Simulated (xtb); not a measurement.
CH7NSi3, SMILES [SiH2]1[Si@@H]([SiH3])N=C1. All values are semi-empirical tight-binding results from xtb (GFN2-xTB unless named), good for trends rather than for accurate numbers. Geometry: GFN2-xTB. The structure was generated by enumeration; whether it is a known compound was not checked.

Computed properties:
The orbital gap comes out as 2.08 eV, the dipole moment is 2.31 D and the zero-point energy is 42.3 kcal/mol. The G − E(el) at 298.15 K (modified RRHO) comes out as 21.4 kcal/mol, the static polarisability (D4 model) comes out as 100.2 bohr³ and the solvation energy, GFN2-xTB/ALPB(water) is -1.8 kcal/mol. The solvation energy, GFN2-xTB/ALPB(methanol) comes out as -4.6 kcal/mol.
